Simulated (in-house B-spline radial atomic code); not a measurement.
**Solving the quasi-particle equation for 4d up of Cd⁷⁺**

Configuration [Kr] 4d5, highest spin, start LDA VWN5; correlation leaves out the 3 deepest shells. Computed with a B-spline radial code for spherical atoms: all electrons, scalar-relativistic (spin-free one-electron X2C), finite nucleus, each spin shell either full or empty, empty states to l = 9 with an (l + 1/2)⁻⁴ tail; G0W0 by contour deformation at full frequency.

At the mean-field level ε = -121.209 eV the matrix elements are Σx = -47.851 eV, v_xc = -37.172 eV and Σc(ε) = -0.412 eV, and the slope of the correlation self-energy is dΣc/dω = -0.0330. The quasi-particle energy solves E = ε + Σx − v_xc + Σc(E).

(1) What does the linearised equation give?

(2) How does that compare with the full solution and with static screening?

## Answers

(1) Z = 1/(1 − dΣc/dω) = 1/1.0330 = 0.9681. The first-order shift is Σx − v_xc + Σc(ε) = -47.851 − (-37.172) + (-0.412) = -11.091 eV, so E ≈ ε + Z × shift = -121.209 + 0.9681 × (-11.091) = -131.946 eV.

(2) Solving the equation at full frequency dependence gives E = -131.931 eV, where Σc = -0.043 eV and the weight is 0.965; the linearised value is off by 15 meV. Leaving Z out would give -132.300 eV. Static COHSEX puts -3.386 eV in place of Σc and gives -135.274 eV, 3.34 eV deeper.
